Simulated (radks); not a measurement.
The numbers below are computed, except where a source is named.
Excited configurations of P I: one electron is placed in a higher orbital outside [Ne] 3s2 3p2. The ground configuration is [Ne] 3s2 3p3. Code: a radial shooting solver on a logarithmic mesh with Libxc functionals. Model: Dirac Kohn-Sham, PBE, spin-unpolarised, spherical densities, point nucleus; open shells are shared between the two j in proportion to 2j + 1. Excitation = E - E(ground); binding = E(ion) - E, where the ion is the core of charge +1; n* = 1/sqrt(2 binding) in atomic units, and the quantum defect is n - n*. Eigenvalue and <r> are those of j = l + 1/2.

outer orbital  excitation (eV)  binding (eV)     n*  <r> (bohr)
3d                       7.767         1.962  2.633       7.647
4s                       6.261         3.469  1.980       6.207
4d                       8.460         1.270  3.273       14.24
6s                       8.749         0.980  3.725       22.52
6p                       8.919         0.810  4.098       26.62
6d                       9.173         0.557  4.944       37.76
6f                       9.276         0.454  5.476       44.13
7s                       9.084         0.646  4.591       34.75
7p                       9.175         0.554  4.954       39.92

The Delta-SCF ionisation energy is 9.730 eV (NIST Atomic Spectra Database: 10.487 eV, measured). Self-interaction in the functional shifts the binding energies and quantum defects, so they are the method's values and not measured ones. Spin polarisation and multiplet splitting are left out, so open shells lie too high by an amount that depends on their filling.

Beside tabulated values, note that spin-unpolarised runs miss the spin-polarisation part of the exchange energy of open shells.
